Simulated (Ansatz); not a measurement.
`N[SiH]1CS1` and `Cl[SiH]1CS1` differ in one atom or group.

Ansatz, PBE0-D4/def2-TZVP geometries, multiplicity 1. Each molecule was computed in one conformer, which needn't be the lowest.

```
                                                                                  property  `N[SiH]1CS1`
                                                     HOMO–LUMO gap (B3LYP/def2-TZVPP) / eV          6.63
ideal-gas entropy at 298 K and 1 bar (rigid rotor, harmonic PBE0-D4/def2-TZVP) / J/(mol·K)           315
                                            zero-point energy (PBE0-D4/def2-TZVP) / kJ/mol         165.8
                                                       HOMO energy (B3LYP/def2-TZVPP) / eV         -6.46
                                                        HOMO energy (PBE0/def2-TZVPP) / eV         -6.71
                                                        LUMO energy (PBE0/def2-TZVPP) / eV          0.45
```

(1) Give the same properties after the change, and the shifts. (Estimate.)

Answers

(1) The calculation gave: 
| property | `Cl[SiH]1CS1` | shift |
| --- | --- | --- |
| HOMO–LUMO gap (B3LYP/def2-TZVPP) / eV | 6.49 | -0.14 |
| ideal-gas entropy at 298 K and 1 bar (rigid rotor, harmonic PBE0-D4/def2-TZVP) / J/(mol·K) | 310 | -5 |
| zero-point energy (PBE0-D4/def2-TZVP) / kJ/mol | 102.1 | -63.7 |
| HOMO energy (B3LYP/def2-TZVPP) / eV | -7.04 | -0.58 |
| HOMO energy (PBE0/def2-TZVPP) / eV | -7.31 | -0.60 |
| LUMO energy (PBE0/def2-TZVPP) / eV | -0.34 | -0.79 |

With PBE0 the HOMO falls by 0.60 eV and the LUMO falls by 0.79 eV, so the gap narrows by about 0.19 eV. PBE moves the HOMO by -0.59 eV and ωB97M-V by -0.58 eV. The zero-point energy changes by -63.7 kJ/mol with -6 modes.

B3LYP here is the variant with VWN-RPA as its local correlation; programs differ in this.
